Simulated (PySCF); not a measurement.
C₂H₅BrSn. Atoms are numbered in the order given.

```xyz
9

Sn     0.1681     0.1570    -0.7478
Br    -1.3981    -0.2801     1.1721
C      2.1006     0.5403     0.0697
C      3.1349    -0.2785    -0.1613
H      0.2117    -1.2730    -1.6885
H     -0.5090     1.4919    -1.5772
H      2.2389     1.4295     0.6984
H      4.1303    -0.0814     0.2580
H      3.0450    -1.1841    -0.7744
```

Geometry optimised at r2SCAN-D4/def2-SVP. The structure was generated by enumeration; whether it is a known compound was not checked. The def2 effective core potentials stand for the cores of Sn; spin–orbit coupling is left out. Other conformers were not sampled.

These are r2SCAN-D4/def2-SVP run with PySCF 2.14.0 values and carry that method's errors.

Frequencies are harmonic and unscaled.

Computed vibrational spectrum:
| mode | ν (cm⁻¹) | IR (km/mol) | moving atoms (share of kinetic energy) |
|---|---|---|---|
| 1 | 46 | 0.1 | C 50 %, H 26 %, Br 13 %, Sn 12 % |
| 2 | 102 | 1.1 | C 41 %, H 34 %, Sn 13 %, Br 12 % |
| 3 | 219 | 1.2 | C 52 %, H 39 % |
| 4 | 253 | 25.7 | Br 55 %, Sn 39 % |
| 5 | 390 | 23.1 | H 72 %, C 20 % |
| 6 | 467 | 26.5 | H 75 %, C 23 % |
| 7 | 511 | 25.8 | H 59 %, C 34 % |
| 8 | 562 | 24.6 | H 61 %, C 35 % |
| 9 | 633 | 193.8 | H 92 % |
| 10 | 693 | 98.3 | H 99 % |
| 11 | 968 | 31.5 | H 72 %, C 28 % |
| 12 | 989 | 8.5 | H 86 %, C 14 % |
| 13 | 1026 | 13.2 | H 94 % |
| 14 | 1245 | 12.1 | H 74 %, C 26 % |
| 15 | 1407 | 11.6 | H 83 %, C 17 % |
| 16 | 1649 | 2.0 | C 84 %, H 16 % |
| 17 | 1918 | 114.4 | H 99 % |
| 18 | 1933 | 161.4 | H 99 % |
| 19 | 3108 | 14.1 | H 95 % |
| 20 | 3155 | 2.6 | H 91 %, C 9 % |
| 21 | 3203 | 5.1 | H 89 %, C 11 % |
